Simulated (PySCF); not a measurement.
**Dipole response of Li (lithium, neutral)**

[He] 2s1, 2S determinant. Calculation: PySCF 2.14, in aug-cc-pVQZ; no relativity, point nucleus. Coupled (time-dependent) response in atomic units; α is the mean over directions.

```csv
method,mean α (bohr³),C₆ (like pair),S(−4)
HSE06,148.8,1208,28750
```

S(−4) is the Cauchy moment in α(ω) = α(0) + S(−4) ω² + …

Reference α: 164.1 bohr³ (recommended; Schwerdtfeger and Nagle, table of static dipole polarizabilities (2023 update)). Published C₆: 1392 (Chu and Dalgarno (2004); Tang, Norbeck and Certain (1976)).

α(iu) at HSE06:

```csv
u (hartree),α(iu) (bohr³)
0,148.8
0.0500,100.5
0.100,51.43
0.200,17.99
0.300,8.915
0.500,3.595
0.750,1.767
1.00,1.086
1.50,0.5635
2.00,0.3586
3.00,0.1882
5.00,0.07887
```

A single London oscillator, α(iu) = α/(1 + u²/ω²), gives C₆ = (3/4) ω α². Matching the computed C₆ needs ω = 4 × 1208 / (3 × 148.8²) = 0.0727 hartree.
